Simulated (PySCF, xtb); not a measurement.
Te(F)4 anion (F4Te), SMILES F[Te](F)(F)F (connectivity only; charge and spin as stated), charge -1, multiplicity 2.

Geometry optimised at B3LYP-D3(BJ)/def2-SVPD. The multiplicity is an assumed one; other spin states were not compared. The isomer is the one that the SMILES or the coordinates give; other isomers of the formula were not compared. The def2 effective core potentials stand for the cores of Te; spin–orbit coupling is left out.

The numbers are results of C-PCM-M06-2X/def2-SVPD run with PySCF, not measurements.

The values are the electrostatic part of the solvation free energy, E(continuum) − E(gas) at the gas-phase geometry, in a cavity of scaled van der Waals radii (PySCF's table); cavitation and dispersion terms are not included.

```
solvent       ε  ΔG(elec) (kcal/mol)
--------  -----  -------------------
water     78.36                -58.4
toluene    2.37                -33.8
n-hexane   1.88                -27.3
```

For comparison, GFN2-xTB/ALPB(water) (xtb, at the GFN2-xTB geometry, all terms of that model) gives -62.9 kcal/mol.
